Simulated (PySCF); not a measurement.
Compound: methylenecyclohexane, C7H12.
Cartesian coordinates in Å at the PBE0-D3(BJ)/def2-SVP level; atoms count from 1:
```xyz
19
C7H12 angstrom
C      2.1153   -1.1151    0.8013
C      1.1017   -0.6151    0.0873
C     -0.1690   -1.3761   -0.1756
C     -1.3944   -0.5792    0.2802
C     -1.4079    0.8178   -0.3310
C     -0.1165    1.5698   -0.0278
C      1.1112    0.7766   -0.4838
H      3.0222   -0.5326    0.9884
H      2.0744   -2.1261    1.2174
H     -0.1370   -2.3625    0.3115
H     -0.2534   -1.5583   -1.2639
H     -2.3173   -1.1235    0.0224
H     -1.3752   -0.4949    1.3810
H     -2.2777    1.3875    0.0344
H     -1.5310    0.7341   -1.4265
H     -0.1251    2.5624   -0.5065
H     -0.0439    1.7447    1.0601
H      1.0929    0.7056   -1.5880
H      2.0411    1.2996   -0.2132
```

The closed-shell ground state was solved at several levels (PySCF, density fitting, gas phase, non-relativistic).

```tsv
level	basis functions	total energy (Eh)	HOMO (eV)	LUMO (eV)	gap (eV)	dipole (D)
B3LYP/pcJ-1	309	-273.9831	-6.74	0.22	6.96	0.64
PBE0/pcSseg-1	179	-273.5888	-6.98	0.44	7.42	0.64
```

What might wB97X-D/def2-SVPD (236 basis functions) give for the same quantities?

Total energy -273.6892 Eh, HOMO -8.82 eV, LUMO 2.03 eV, gap 10.85 eV, dipole 0.70 D.

Over all these levels, which gives the widest orbital gap and which the narrowest?

wB97X-D/def2-SVPD (range-separated hybrid) has the widest, 10.85 eV, and B3LYP/pcJ-1 (global hybrid, 20 % exact exchange) the narrowest, 6.96 eV. Functional and basis both differ between the two, so the spread mixes both effects.

How far do the dipole and the HOMO energy spread over the levels?

The dipole runs from 0.64 to 0.70 D (mean 0.66 D) and the HOMO from -8.82 to -6.74 eV.

One conformer stands for the species.

wB97X-D is run here without its empirical dispersion term; that term would change no orbital, density or response property at a fixed geometry.
